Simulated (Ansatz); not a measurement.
Mulliken charges of ClFH3SbSi, SMILES `[F][Sb]([SiH3])[Cl]` from PBE/def2-TZVPP in Ansatz (PBE0-D4/def2-TZVP geometry).

```csv
atom,x (Å),y (Å),z (Å),charge (e)
F1,-1.348,-2.031,-0.324,-0.414
Sb2,-1.299,-0.594,0.947,0.750
Si3,0.333,0.798,-0.531,0.061
Cl4,0.482,-1.411,2.242,-0.315
H5,1.412,-0.106,-0.996,-0.015
H6,0.885,1.899,0.301,-0.029
H7,-0.405,1.376,-1.686,-0.038
```

Q: By hand: the dipole of these point charges (1 e Å = 4.8032 D).

A: Σ q r = (-0.579, 0.783, 0.176) e Å, of length 0.990 e Å = 4.76 D.

Q: How does the dipole of the full density compare? (Estimate.)

A: Computed: (-0.234, 0.517, 0.010) e Å, 2.73 D; the point charges give 1.74 times that, at 15° from its direction.

Point charges leave out the atoms' own dipoles, such as those of lone pairs, and Mulliken's split depends on the basis, so the two needn't agree.
